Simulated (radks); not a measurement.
The platinum ion Pt3+, 75 electrons, occupied as [Xe] 4f14 5d6.5 6p0.5 (fractional occupations, a model configuration). Method: scalar-relativistic Kohn-Sham, r2SCAN, spin-polarised, spherical densities, finite nucleus; open shells are filled with parallel spins first (spin-orbit coupling, left out, can overturn this in heavy ions); meta-GGA in the generalised Kohn-Sham scheme; Fermi nuclear charge, rms radius 5.427 fm; computed with a radial shooting solver on a logarithmic mesh with Libxc functionals.

Unscreened Slater integrals over Kohn-Sham orbitals (cm^-1). They are taken over the spin-up orbitals.

| integral | value |
|---|---|
| F0(6p,6p) | 70599 |
| F2(6p,6p) | 38778 |
| F0(6p,5d) | 85174 |
| F2(6p,5d) | 29933 |
| G1(6p,5d) | 12865 |
| G3(6p,5d) | 10953 |
| F0(6p,5p) | 88432 |
| F2(6p,5p) | 22934 |
| G0(6p,5p) | 4304.2 |
| G2(6p,5p) | 5897.0 |
| F0(6p,4f) | 93582 |
| F2(6p,4f) | 11082 |
| G2(6p,4f) | 2733.6 |
| G4(6p,4f) | 2542.2 |
| F0(5d,5d) | 135900 |
| F2(5d,5d) | 71430 |
| F4(5d,5d) | 47613 |
| F0(5d,5p) | 153050 |
| F2(5d,5p) | 76849 |
| G1(5d,5p) | 92868 |
| G3(5d,5p) | 57703 |
| F0(5d,4f) | 174560 |
| F2(5d,4f) | 41711 |
| F4(5d,4f) | 19581 |
| G1(5d,4f) | 13874 |
| G3(5d,4f) | 13054 |
| G5(5d,4f) | 10441 |
| F0(5p,5p) | 180510 |
| F2(5p,5p) | 97617 |
| F0(5p,4f) | 221980 |
| F2(5p,4f) | 69190 |
| G2(5p,4f) | 26782 |
| G4(5p,4f) | 22520 |
| F0(4f,4f) | 389350 |
| F2(4f,4f) | 192680 |
| F4(4f,4f) | 122550 |
| F6(4f,4f) | 88662 |

Derived for the open shells (J is the average intra-shell exchange parameter used in DFT+U). 5d: Racah B = F2/49 - 5 F4/441 = 917.9 cm^-1, C = 35 F4/441 = 3779 cm^-1, C/B = 4.12, F4/F2 = 0.667, J = (F2 + F4)/14 = 8503 cm^-1. 6p: J = F2/5 = 7756 cm^-1.
